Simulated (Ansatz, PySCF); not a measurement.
Si(Me)2 cation (C₂H₆Si), SMILES C[Si]C (connectivity only; charge and spin as stated), charge +1, multiplicity 2. Atoms are numbered in the order given.

```xyz
9

Si     0.0000     0.0000    -0.5456
C     -1.5923     0.0095     0.3604
H     -2.4479     0.2400    -0.2746
H     -1.5239     0.7206     1.1931
H     -1.7219    -0.9981     0.7834
C      1.5923    -0.0095     0.3604
H      1.5239    -0.7206     1.1931
H      1.7219     0.9981     0.7834
H      2.4479    -0.2400    -0.2746
```
Charge +1, spin multiplicity 2.

Geometry optimised at PBE0-D3(BJ)/def2-TZVP. The multiplicity is an assumed one; other spin states were not compared. The isomer is the one that the SMILES or the coordinates give; other isomers of the formula were not compared.

Two levels are set side by side: PBE-D3(BJ)/def2-TZVP (Ansatz, a first-principles code) and PBE0-D3(BJ)/def2-TZVP (Ansatz). Each level has its own optimised geometry; the coordinates shown are those of the second. Frequencies come from the Hessian of PySCF at each geometry. Differences are taken from unrounded values.

```json
[
 {"quantity": "mean bond length (Å)", "PBE0-D3(BJ)": "1.280"},
 {"quantity": "bond Si1–C2 (Å)", "PBE0-D3(BJ)": "1.832"},
 {"quantity": "bond Si1–C6 (Å)", "PBE0-D3(BJ)": "1.832"},
 {"quantity": "bond C2–H3 (Å)", "PBE0-D3(BJ)": "1.090"},
 {"quantity": "bond C2–H4 (Å)", "PBE0-D3(BJ)": "1.097"},
 {"quantity": "bond C2–H5 (Å)", "PBE0-D3(BJ)": "1.101"},
 {"quantity": "bond C6–H7 (Å)", "PBE0-D3(BJ)": "1.097"},
 {"quantity": "bond C6–H8 (Å)", "PBE0-D3(BJ)": "1.101"},
 {"quantity": "bond C6–H9 (Å)", "PBE0-D3(BJ)": "1.090"},
 {"quantity": "highest harmonic wavenumber (cm⁻¹)", "PBE0-D3(BJ)": "3163"},
 {"quantity": "mean harmonic wavenumber (cm⁻¹)", "PBE0-D3(BJ)": "1480"},
 {"quantity": "zero-point energy (kcal/mol)", "PBE0-D3(BJ)": "44.44"}
]
```

Task: What does PBE-D3(BJ) give, and how far is it from PBE0-D3(BJ)? (Estimate from the structure and the level; the computed values follow.)

Result: 
```
quantity                            PBE-D3(BJ)  PBE-D3(BJ) minus PBE0-D3(BJ)
----------------------------------  ----------  ----------------------------
mean bond length (Å)                     1.289                         0.009
bond Si1–C2 (Å)                          1.844                         0.012
bond Si1–C6 (Å)                          1.844                         0.012
bond C2–H3 (Å)                           1.097                         0.007
bond C2–H4 (Å)                           1.104                         0.007
bond C2–H5 (Å)                           1.108                         0.008
bond C6–H7 (Å)                           1.104                         0.007
bond C6–H8 (Å)                           1.108                         0.008
bond C6–H9 (Å)                           1.097                         0.007
highest harmonic wavenumber (cm⁻¹)        3082                           -82
mean harmonic wavenumber (cm⁻¹)           1436                           -44
zero-point energy (kcal/mol)             43.12                         -1.32
```

Exact exchange shortens and stiffens bonds; PBE has none. Differences between two approximate levels are no errors against the true value.
